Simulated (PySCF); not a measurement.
# Radial density of O²⁺ (oxygen, charge +2)

r2SCAN, [He] 2s2 2p2, high-spin 3P determinant. All numbers are calculated (PySCF 2.14, no relativity, point nucleus, in def2-SVP (3s2p1d, 14 functions)).

```tsv
r (bohr)	4πr²ρ (e/bohr)	4πr²(ρα − ρβ)
0.00336	0.04024	0.0001
0.00566	0.1123	0.0002
0.00951	0.3059	0.0006
0.0160	0.7893	0.0016
0.0269	1.860	0.0038
0.0453	3.949	0.0084
0.0762	6.833	0.0199
0.128	8.621	0.0702
0.215	6.457	0.3021
0.362	3.032	0.9285
0.610	3.417	1.8472
1.03	3.438	1.5732
1.72	0.8262	0.3561
2.90	0.04060	0.0220
4.88	5.358e-05	0.0000
```
